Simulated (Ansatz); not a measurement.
FH$_{5}$NSi$_{2}$ (`N[Si](F)[SiH3]`) radical, relaxed with UKS PBE-D4/def2-SVP in the Gaussian-basis code of Ansatz from a rough embedded geometry. The force threshold is 0.03 eV/Å; the program also tests the step.

Total charge 0; spin multiplicity 2.

Start:

```xyz
9

N     1.292    1.268    0.295
Si    0.956   -0.303   -0.118
F     1.368   -1.130    1.196
Si   -1.333   -0.639   -0.650
H     2.314    1.320    0.635
H     0.793    1.596    1.113
H    -1.555   -2.085   -0.938
H    -2.203   -0.167    0.426
H    -1.632    0.138   -1.961
```

| step | energy (eV) | largest force (eV/Å) | largest move (Å) |
| --- | --- | --- | --- |
| 1 | -20023.0443 | 2.922 | 0.000 |
| 2 | -20023.3634 | 1.445 | 0.139 |
| 3 | -20023.4355 | 0.477 | 0.172 |
| 4 | -20023.4738 | 0.381 | 0.111 |
| 5 | -20023.4878 | 0.440 | 0.145 |
| 6 (rejected) | -20023.4674 | 0.602 | 0.097 |
| 7 | -20023.4942 | 0.082 | 0.039 |
| 8 | -20023.4951 | 0.037 | 0.036 |
| 9 | -20023.4959 | 0.091 | 0.021 |
| 10 | -20023.4977 | 0.137 | 0.088 |
| 11 | -20023.4980 | 0.190 | 0.046 |
| 12 | -20023.4991 | 0.032 | 0.037 |
| 13 (rejected) | -20023.4980 | 0.151 | 0.034 |
| 14 | -20023.4993 | 0.018 | 0.017 |

End:

```xyz
9

N     1.299    1.215    0.433
Si    1.024   -0.412   -0.091
F     1.390   -1.549    1.064
Si   -1.261   -0.613   -0.641
H     2.242    1.575    0.601
H     0.597    1.746    0.958
H    -1.620   -2.061   -0.831
H    -2.152   -0.031    0.432
H    -1.520    0.131   -1.924
```

It took 25 s on 4 threads of a server CPU on a shared host, with 0.18 GiB of host memory at the peak.
